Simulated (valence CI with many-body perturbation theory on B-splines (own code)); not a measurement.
**Energy levels of Pb⁹⁺**

Calculated by configuration interaction combined with many-body perturbation theory (CI+MBPT): five valence electrons over a frozen Dirac-Fock core [Xe] 4f14, radial functions for each j: 7 s, 7 p, 8 d, 6 f, 4 g, 1 h, with the one-electron correlation potential Σ1 (screened to all orders), the two-electron term Σ2, the three-electron term Σ3, Breit, model QED; selected single and double excitations, second order for the rest, scaled by the run's own slope (own B-spline code, finite nucleus).

No measured levels were compared; by estimate terms of the open shell hold to 2 to 4 % of their energy, and close levels can change places. Core correlation moves these levels by up to 17000 cm⁻¹, and in measured spectra 5 to 20 % of such shifts remained as error; rates that hang on mixing are uncertain with them. Among the levels kept, up to 940 cm⁻¹ of a level comes from second order outside the variational space, and about a tenth of that is noise between levels of different J, which matters for small intervals. Only levels of the ground parity were solved; by the run's estimate the other parity begins above the list, which can be wrong where configurations are misplaced.

Levels 1 to 45 of 50, with energies above the lowest level, (5d3/2^4 5d5/2) J=5/2 [a]. "Leading %" is the weight of the configuration and term that name the level; weights of strongly mixed levels are sums over their largest components and can fall short. In the jj column 3d3/2^4 stands for four electrons in 3d with j = 3/2. Lifetimes count E1, E2, E3, M1 and M2 decay at the calculated energies, and are blank where another channel may lead or the interval is too uncertain; long ones can be off by a factor of two.

```tsv
No.	Configuration	Term	J	E (cm⁻¹)	Leading %	Lifetime	Leading jj	Second component
1	5d5	6S	5/2	0	57		5d3/2^4 5d5/2 (50 %)	26 % 5d5 4P
2	5d5	2F	5/2	20533	25	4.87 ms	5d3/2^4 5d5/2 (43 %)	25 % 5d5 4G
3	5d5	4G	7/2	33218	48	9.39 ms	5d3/2^3 5d5/2^2 (94 %)	20 % 5d5 4D
4	5d5	4D	3/2	34576	45	2.28 ms	5d3/2^3 5d5/2^2 (92 %)	36 % 5d5 4P
5	5d5	4G	11/2	35982	56		5d3/2^3 5d5/2^2 (88 %)	29 % 5d5 2H
6	5d5	4G	9/2	38896	60	243 ms	5d3/2^3 5d5/2^2 (76 %)	16 % 5d5 4F
7	5d5	4D	5/2	39234	36	4.71 ms	5d3/2^3 5d5/2^2 (61 %)	31 % 5d5 4G
8	5d5	4P	1/2	42158	55	57.1 ms	5d3/2^3 5d5/2^2 (69 %)	29 % 5d5 4D
9	5d5	4D	7/2	48451	24	15.3 ms	5d3/2^3 5d5/2^2 (68 %)	22 % 5d5 4F
10	5d5	2D	5/2	51590	38	1.71 ms	5d3/2^2 5d5/2^3 (50 %)	16 % 5d5 4P
11	5d5	4D	7/2	56478	37	4.49 ms	5d3/2^2 5d5/2^3 (74 %)	22 % 5d5 2F
12	5d5	2I	11/2	57927	60	5.02 ms	5d3/2^2 5d5/2^3 (90 %)	33 % 5d5 4G
13	5d5	2D	3/2	58891	50	7.22 ms	5d3/2^3 5d5/2^2 (52 %)	24 % 5d5 4D
14	5d5	4D	1/2	60490	69	2.93 ms	5d3/2^2 5d5/2^3 (90 %)	22 % 5d5 4P
15	5d5	2G	9/2	60957	46	5.36 ms	5d3/2^2 5d5/2^3 (77 %)	34 % 5d5 4G
16	5d5	4P	3/2	63721	50	1.16 ms	5d3/2^2 5d5/2^3 (88 %)	36 % 5d5 4F
17	5d5	2I	13/2	64399	99	23.0 ms	5d3/2^2 5d5/2^3 (99 %)	
18	5d5	2F	5/2	66466	39	2.17 ms	5d3/2^2 5d5/2^3 (82 %)	18 % 5d5 4D
19	5d5	2H	9/2	73799	51	1.56 ms	5d3/2^2 5d5/2^3 (98 %)	46 % 5d5 4F
20	5d5	2G	7/2	75474	60	6.82 ms	5d3/2^2 5d5/2^3 (96 %)	33 % 5d5 2F
21	5d5	4F	5/2	76461	52	1.67 ms	5d3/2^2 5d5/2^3 (86 %)	22 % 5d5 2F
22	5d5	2D	3/2	81208	78	3.78 ms	5d3/2^2 5d5/2^3 (52 %)	15 % 5d5 4F
23	5d5	4P	5/2	83940	32	726 μs	5d3/2 5d5/2^4 (74 %)	31 % 5d5 2F
24	5d5	2F	7/2	84003	52	2.31 ms	5d3/2^2 5d5/2^3 (76 %)	33 % 5d5 2G
25	5d5	2S	1/2	84585	60	1.66 ms	5d3/2^2 5d5/2^3 (51 %)	21 % 5d5 4P
26	5d5	2G	9/2	91583	55	3.25 ms	5d3/2^2 5d5/2^3 (66 %)	25 % 5d5 2H
27	5d5	4F	7/2	92781	37	1.05 ms	5d3/2 5d5/2^4 (92 %)	31 % 5d5 2F
28	5d5	2H	11/2	96195	64	1.10 ms	5d3/2 5d5/2^4 (96 %)	25 % 5d5 2I
29	5d5	2D	3/2	98717	61	791 μs	5d3/2 5d5/2^4 (74 %)	18 % 5d5 4D
30	5d5	2D	5/2	105390	67	973 μs	5d3/2 5d5/2^4 (76 %)	23 % 5d5 2F
31	5d5	2G	9/2	107360	84	1.60 ms	5d3/2 5d5/2^4 (62 %)	7 % 5d5 2H
32	5d5	2D	5/2	110730	54	1.25 ms	5d3/2^2 5d5/2^3 (46 %)	28 % 5d5 2F
33	5d5	2P	3/2	113250	79	2.24 ms	5d3/2^2 5d5/2^3 (84 %)	17 % 5d5 2D
34	5d5	2G	7/2	113610	72	1.39 ms	5d3/2 5d5/2^4 (82 %)	22 % 5d5 2F
35	5d5	2P	1/2	126720	78	1.15 ms	5d3/2 5d5/2^4 (67 %)	18 % 5d5 2S
36	5d5	2D	5/2	139730	78	499 μs	5d5/2^5 (50 %)	9 % 5d5 2F
37	5d5	2D	3/2	142370	78	705 μs	5d3/2 5d5/2^4 (83 %)	17 % 5d5 2P
38	5d4 6s	6D	1/2	271440	47	7.43 μs	5d3/2^4 6s (78 %)	38 % 5d4 6s 4P
39	5d4 6s	6D	3/2	285800	74	8.93 μs	5d3/2^3 5d5/2 6s (84 %)	20 % 5d4 6s 4P
40	5d4 6s	6D	5/2	295190	79	8.73 μs	5d3/2^3 5d5/2 6s (50 %)	6 % 5d4 6s 4D
41	5d4 6s	4D	1/2	297640	45	3.06 μs	5d3/2^3 5d5/2 6s (76 %)	30 % 5d4 6s 2P
42	5d4 6s	6D	7/2	300690	64	7.84 μs	5d3/2^3 5d5/2 6s (53 %)	17 % 5d4 6s 4F
43	5d4 6s	6D	9/2	302730	39	6.21 μs	5d3/2^3 5d5/2 6s (72 %)	33 % 5d4 6s 4F
44	5d4 6s	4D	3/2	309140	59	3.16 μs	5d3/2^3 5d5/2 6s (75 %)	14 % 5d4 6s 4F
45	5d4 6s	4H	7/2	310080	37	4.53 μs	5d3/2^3 5d5/2 6s (85 %)	16 % 5d4 6s 2G
```

The ionisation energy to 5d4 3P_0 of the next ion comes out as 159.55 eV (NIST: 158 ± 2.2 eV (theoretical)). All 50 levels together are meant to be complete up to 326700 cm⁻¹.
